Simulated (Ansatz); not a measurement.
CHBrCl (`Cl[CH]Br`) radical. The species carries charge 0 and has multiplicity 2.

(1) What are the harmonic wavenumbers in cm⁻¹ at PBE0-D4/def2-TZVP (Ansatz, finite differences of forces, unscaled)? (Estimate.)

(2) Is this a minimum?

(3) Give the ideal-gas thermochemistry at 298.15 K and 1 bar (rigid rotor, harmonic oscillator; point group C1, symmetry number 1).

(4) And at 400, 500, 600, 800 and 1000 K?

Results:

(1) Ansatz gave: 246, 389, 680, 888, 1211, 3239.

(2) Yes, all 6 modes are real.

(3) Zero-point energy 39.8 kJ/mol; H(298) − E = 52.4 kJ/mol; entropy 293.2 J/(mol·K), of which translation 169.4, rotation 104.4, vibration 13.7, electronic 5.8; G(298) − E = -35.1 kJ/mol.

(4) 
```tsv
T (K)	H − E (kJ/mol)	S (J/mol/K)	G − E (kJ/mol)
400	58.1	309.8	-65.8
500	64.2	323.5	-97.5
600	70.7	335.2	-130.4
800	84.3	354.8	-199.5
1000	98.6	370.8	-272.1
```
